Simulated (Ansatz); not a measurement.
B4H4⁻. The state is a doublet with charge -1. Geometry r2SCAN-D4/def2-TZVPD.

```xyz
8

B    -0.770   -0.632   -0.315
B     0.079    0.402    0.961
B     0.840   -0.620   -0.057
B    -0.149    0.850   -0.590
H    -0.198    1.802   -1.326
H     1.853   -1.248   -0.221
H    -1.708   -1.349   -0.551
H     0.054    0.796    2.098
```

HSE06 is defined as in plane-wave codes, on full-range PBE exchange. At B97M-V/def2-TZVPD, HSE06-D4/def2-TZVPD the highest occupied level of the charge -1 doublet lies above zero (up to 0.72 eV). By energy differences its removal costs 2.16 eV (vertical, to the charge 0 singlet, at PBE0-D4/def2-TZVPD). The structure comes from a short search, and lower isomers may exist.

Question: Estimate the α-spin orbital energies around the gap (eV) in Ansatz with HF/def2-TZVPD, B97M-V/def2-TZVPD, PBE0-D4/def2-TZVPD, r2SCAN0-D4/def2-TZVPD, HSE06-D4/def2-TZVPD.

Answer: 
```csv
orbital,HF/def2-TZVPD,B97M-V/def2-TZVPD,PBE0-D4/def2-TZVPD,r2SCAN0-D4/def2-TZVPD,HSE06-D4/def2-TZVPD
HOMO−9,-200.61,-177.48,-178.55,-180.97,-178.12
HOMO−8,-18.83,-11.93,-13.04,-13.56,-12.62
HOMO−7,-11.40,-5.98,-7.08,-7.43,-6.65
HOMO−6,-11.40,-5.98,-7.08,-7.43,-6.65
HOMO−5,-10.40,-5.42,-6.47,-6.78,-6.06
HOMO−4,-9.67,-4.91,-5.97,-6.23,-5.56
HOMO−3,-5.58,-1.75,-2.61,-2.77,-2.21
HOMO−2,-5.58,-1.75,-2.61,-2.77,-2.21
HOMO−1,-3.69,-1.04,-1.78,-1.82,-1.38
HOMO,-2.56,0.72,-0.15,-0.35,0.24
LUMO,4.58,3.17,3.70,3.95,3.42
LUMO+1,4.77,3.39,3.85,4.07,3.53
LUMO+2,4.77,3.58,3.93,4.23,3.69
LUMO+3,4.80,3.58,3.93,4.24,3.69
LUMO+4,6.36,3.67,4.00,4.31,3.78
LUMO+5,7.03,5.33,5.76,6.16,5.46
β HOMO,-3.77,-0.98,-1.76,-1.89,-1.36
β LUMO,4.58,1.85,2.67,2.91,2.29
```
